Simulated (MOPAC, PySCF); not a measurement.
C₂H₂F₂O, SMILES `O=CC(F)F` (O–C–C–F torsion 122°), neutral singlet in the gas phase. 

Z-matrix (Å, degrees):
```
C
F 1 1.3631
F 1 1.3631 2 107.83
H 1 1.0906 2 109.62 3 -119.29
C 1 1.5279 4 113.00 3 -120.91
O 5 1.1972 1 122.48 4 0.01
H 5 1.1070 6 123.34 1 -180.00
```
Charge 0, spin multiplicity 1.

All levels are single points at this geometry (B3LYP-D3(BJ)/def2-TZVP); Pople sets use spherical d functions. Orbital energies aren't observables, and empty levels follow the basis.

B3LYP/3-21G in PySCF gives gap (eV) = 5.84.

Question: Estimate the gap (eV) from each of these levels: B3LYP-D3(BJ)/def2-TZVP in PySCF; M06-2X/def2-TZVP in PySCF; B3LYP/6-311+G** in PySCF; BP86/6-31G* in PySCF; M06-2X/6-31G* in PySCF; PBE/6-31G* in PySCF; HF/6-31G* in PySCF; HF/STO-3G in PySCF; AM1 in MOPAC; PM3 in MOPAC; PM6 in MOPAC; PM7 in MOPAC.

Answer: 
| level | gap (eV) |
|---|---|
| B3LYP-D3(BJ)/def2-TZVP in PySCF | 5.97 |
| M06-2X/def2-TZVP in PySCF | 9.30 |
| B3LYP/6-311+G** in PySCF | 5.92 |
| BP86/6-31G* in PySCF | 3.63 |
| M06-2X/6-31G* in PySCF | 9.35 |
| PBE/6-31G* in PySCF | 3.59 |
| HF/6-31G* in PySCF | 15.50 |
| HF/STO-3G in PySCF | 16.44 |
| AM1 in MOPAC | 11.26 |
| PM3 in MOPAC | 11.31 |
| PM6 in MOPAC | 10.20 |
| PM7 in MOPAC | 10.54 |
